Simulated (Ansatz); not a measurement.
Name a neutral molecule of C, Ga, Si and H with HOMO–LUMO gap (PBE/def2-TZVPP) between 3.55 and 3.85 eV and HOMO–LUMO gap (B3LYP/def2-TZVPP) between 5.00 and 5.30 eV (Ansatz, PBE0-D4/def2-TZVP geometry).

`C=[C]([GaH2])C[SiH2]C` (3.78 eV, 5.17 eV); `[SiH3]C1=[CH][GaH][CH2]1` (3.60 eV, 5.12 eV). Other molecules can fit too; these were computed, each in one conformer that needn't be the lowest.

B3LYP here is the variant with VWN-RPA as its local correlation; programs differ in this.
